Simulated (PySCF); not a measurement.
These 2 structures share the formula C2H7ClSi2. The calculation used PBE0-D3(BJ)/def2-SVP geometry optimisation, gas phase (PySCF). Energies are electronic, without zero-point or thermal terms, for one conformer each. No frequencies were run at this level. Point groups hold within 0.08 Å.

Problem. Order them by energy at this level, lowest first, and give relative energies in kJ/mol.
A. `[SiH3]/C=C(/[SiH3])Cl`
B. `[Cl:1][CH:2]1[SiH2:3][CH2:4][SiH2:5]1` with Cl1–C2–Si3–C4 -144°, C2–Si3–C4–Si5 20°, Si3–C4–Si5–C2 -20°, Cl1–C2–Si5–C4 144°

Solution. B (0.0), A (80.8).

As drawn, the lower has a four-membered ring, which the higher lacks; the higher has a C=C bond outside aromatic rings, which the lower lacks.

```json
{"SMILES": "ClC1[SiH2]C[SiH2]1", "E (Eh)": "-1118.73351", "E rel (kJ/mol)": "0.0", "dipole (D)": "2.26", "point group": "Cs", "A, B, C (MHz)": "3880, 1775, 1304"}
{"SMILES": "[SiH3]/C=C(/[SiH3])Cl", "E (Eh)": "-1118.70273", "E rel (kJ/mol)": "80.8", "dipole (D)": "1.22", "point group": "Cs", "A, B, C (MHz)": "3784, 1372, 1032"}
```

Problem. As an exercise, what shares would exp(−E/RT) give at 2000 K from these electronic energies alone (no entropy, no degeneracies)?

Solution. RT = 16.629 kJ/mol: ClC1[SiH2]C[SiH2]1 99.2 %, [SiH3]/C=C(/[SiH3])Cl 0.8 %.
